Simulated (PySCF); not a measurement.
Two species compared at the same levels of theory.

First species: CH5GeNO2.
Structure used (PBE0-D3(BJ)/def2-SVP), in Å, numbered top down from 1:
```xyz
10
CH5GeNO2 angstrom
N     -1.776    1.094   -0.325
Ge    -0.816   -0.387    0.163
C      1.063    0.079    0.679
O      1.384    0.468    1.771
O      1.933   -0.020   -0.338
H     -1.448    1.564   -1.164
H     -1.895    1.784    0.412
H     -1.477   -0.972    1.418
H     -0.810   -1.356   -1.028
H      2.798    0.273    0.003
```

Second species: C6H12Ge.
InChI=1S/C6H12Ge/c1-6(2)4-3-5-7/h6H,4H2,1-2,7H3

Levels: wB97X-D/def2-SVPD for dipole moment, HOMO energy, LUMO energy, HOMO–LUMO gap, static isotropic polarisability and electronic spatial extent ⟨r²⟩ about the centre of nuclear charge; TDDFT wB97X-D/def2-SVPD for lowest singlet excitation; TDA wB97X-D/def2-SVPD for lowest triplet excitation (Tamm–Dancoff); ΔSCF wB97X-D/def2-SVPD for vertical ionisation energy; PBE0-D3(BJ)/def2-SVP for rotational constant A and rotational constant C. Geometries: PBE0-D3(BJ)/def2-SVP. Each structure is a single optimised conformer of the isolated species, non-relativistic unless stated; the electronic structure was computed with PySCF and density fitting.

The conformers computed, where there is a choice (atom-mapped SMILES and torsion angles):
- `[NH2:1][GeH2:2][C:3](=[O:4])[OH:5]`: N1–Ge2–C3–O4 83°, H–N1–Ge2–C3 65°, H–N1–Ge2–C3 -62°, H–O5–C3–Ge2 177°
- `[CH3:1][CH:2]([CH3:3])[CH2:4][C:5]#[C:6][GeH3:7]`: C1–C2–C4–C5 63°

| property | column X | column Y |
| --- | --- | --- |
| dipole moment | 1.13 D | 1.57 D |
| HOMO energy | -9.36 eV | -9.21 eV |
| LUMO energy | 1.80 eV | 0.97 eV |
| HOMO–LUMO gap | 11.16 eV | 10.18 eV |
| lowest singlet excitation | 6.03 eV | 4.96 eV |
| lowest triplet excitation (Tamm–Dancoff) | 5.07 eV | 4.35 eV |
| static isotropic polarisability | 104.3 au | 59.2 au |
| vertical ionisation energy | 9.53 eV | 9.55 eV |
| electronic spatial extent ⟨r²⟩ about the centre of nuclear charge | 2060 bohr² | 679 bohr² |
| rotational constant A | 4.138 GHz | 6.000 GHz |
| rotational constant C | 0.540 GHz | 1.893 GHz |

(1) Which column belongs to which species?

(2) How does each property change from the first species to the second?

Results:

(1) Column X is the second species and column Y the first. The first has 10 atoms and 66 electrons, the second 19 and 80.

(2) dipole moment -0.44 D; HOMO energy -0.15 eV; LUMO energy +0.83 eV; HOMO–LUMO gap +0.98 eV; lowest singlet excitation +1.07 eV; lowest triplet excitation (Tamm–Dancoff) +0.72 eV; static isotropic polarisability +45.1 au; vertical ionisation energy -0.02 eV; electronic spatial extent ⟨r²⟩ about the centre of nuclear charge +1381 bohr²; rotational constant A -1.862 GHz; rotational constant C -1.353 GHz.

On the first: No computed singlet falls in the visible range (750 to 380 nm, 1.65 to 3.26 eV); S1 lies 1.70 eV above its blue end. The dipole matches unit charges of opposite sign 0.33 Å apart (1 e·Å = 4.8032 D). The calculation is non-relativistic and has no spin–orbit coupling, an omission that weighs most on germanium.

On the second: S1 lies 5.13 eV below the HOMO–LUMO gap. The principal polarisabilities are 89.7, 90.2 and 133.0 au; their mean is the isotropic value. The calculation is non-relativistic and has no spin–orbit coupling, an omission that weighs most on germanium.
